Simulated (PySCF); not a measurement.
Bi: excitation energy

Bi [Xe] 4f14 5d10 6s2 6p3 (4S) → Bi [Xe] 4f14 5d10 6s1 6p3 7s1 (6S), as a difference of total energies. Computed with PySCF 2.14 in aug-cc-pVTZ-PP with ECP60MDF (6s5p4d2f, 55 functions), with a scalar-relativistic core potential. Correlated levels: valence: 5s2 5p6 5d10 frozen. The calculations carry no spin-orbit coupling.

```csv
method,excitation energy (eV)
UHF,11.318
PBE,13.645
r2SCAN,13.398
MN15,14.012
TPSS,13.626
r2SCANh,13.309
PW91,13.694
MP2 (valence),12.106
SCS-MP2 (valence),12.430
```

Task: Estimate what LDA gives.

Result: 14.005 eV, closest to MN15 among the rows shown.

Task: Estimate what PBE0 gives.

Result: 13.342 eV, closest to r2SCANh among the rows shown.

Spin-orbit coupling is strong in these open shells (close to jj coupling). The scalar numbers leave it out and a first-order estimate fails, so it can dominate the gap to the real levels.

The upper state lies above the first ionisation limit. A Rydberg-like electron needs more diffuse functions than a valence basis has.

The promoted electron is Rydberg-like, and one or two diffuse shells describe it only roughly, which tends to raise the upper state.
